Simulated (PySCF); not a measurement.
## Worked example: refractive index and permittivity of the vapour

1,2,4-triazole (C2H3N3), SMILES n1cn[nH]c1.

The structure is a stationary point at PBE0-D3(BJ)/def2-SVP.

PySCF with r2SCAN/def2-TZVP gives a mean static polarisability of 39.8 bohr³ and a dipole moment of 2.89 D. Take an ideal gas at 298.15 K and 0.1 bar, whether or not the substance is that volatile.

Problem. Work out n − 1 in the optical limit and the static ε − 1.

Solution. 
Polarisability volume α' = 39.8 × 0.148185 = 5.90 Å³. Number density N = p/kT = 2.43e-6 Å⁻³.
Dilute limit of Lorentz–Lorenz: n − 1 = 2π N α' = 9.0e-5.
Orientation term of Debye: μ²/(3kT) = 8.098 Å³ × μ²(D²) = 67.63 Å³.
ε − 1 = 4π N (α' + μ²/3kT) = 0.0022. Orientation of the dipole supplies 92 % of the static response; it can't follow optical fields. Vibrational polarisation and dispersion are left out.
